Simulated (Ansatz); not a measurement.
Ideal-gas functions of `[F][SnH2][GeH3]` at 298.15 K and 1 bar, from an Ansatz frequency run at PBE0-D4/def2-TZVP.

Molar mass 215.36 g/mol, point group Cs (symmetry number 1), electronic degeneracy 1, moments of inertia 65.074, 375.866, 426.569 u Å². Harmonic wavenumbers (cm⁻¹, unscaled): 56, 100, 224, 302, 437, 475, 534, 593, 637, 693, 789, 879, 879, 1940, 1948, 2151, 2167, 2174.

Use S(trans) = R[1.5 ln M + 2.5 ln T − 1.1517]; rotational temperatures θ = 24.2544 K / I; S(rot) = R[ln(√π/σ · √(T³/θAθBθC)) + 1.5]; for each mode x = 1.438777 ν̃/T, S = R[x/(eˣ − 1) − ln(1 − e⁻ˣ)] and H = RT x/(eˣ − 1); 1 cm⁻¹ = 0.0119627 kJ/mol; R = 8.31446 J/(mol·K).

Problem. By hand: the entropy, in J/(mol·K).

Solution. Translation 175.9. Rotation: θ = 0.3727, 0.0645, 0.0569 K, giving 115.7. Vibration, mode by mode: 19.22, 14.45, 8.06, 5.88, 3.50, 3.03, 2.42, 1.93, 1.63, 1.32, 0.91, 0.64, 0.64, 0.01, 0.01, 0.00, 0.00, 0.00, in all 63.6. Electronic 0.0. Sum 355.2 J/(mol·K).

Problem. By hand: H − E and G − E in kJ/mol, counted from the electronic energy.

Solution. Zero-point energy ½ × 16978 × 0.0119627 = 101.6; thermal vibration 10.1; translation, rotation and pV give 4 RT = 9.9. H − E = 121.6 kJ/mol, and G − E = 121.6 − 298.15 × 355.2/1000 = 15.7 kJ/mol.

Vibration gives 18 % of the entropy, 33.7 J/(mol·K) of it from the modes under 150 cm⁻¹: soft modes count most, and the harmonic formula is weakest for them.
